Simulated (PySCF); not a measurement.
The PySCF input:
```python
from pyscf import gto, scf, dft

mol = gto.M(
    atom='''
N    -0.00000000   -0.00000000   -0.61625478
O     0.00000000    0.00000000    0.53922293
''',
    basis='6-31g**',
    spin=1,
    verbose=4,
)

mf = dft.UKS(mol)
mf.xc = 'camb3lyp'
mf.kernel()
```

### Question
Give the total energy at the level CAMB3LYP/6-31G** (PySCF).

### Answer
-129.8400 Eh

### Question
What number of basis functions does CAMB3LYP/6-31G** give?

### Answer
28

### Question
What HOMO energy does CAMB3LYP/6-31G** give?

### Answer
-7.67 eV

These values belong to the state on which the SCF converged, which isn't shown to be the lowest.
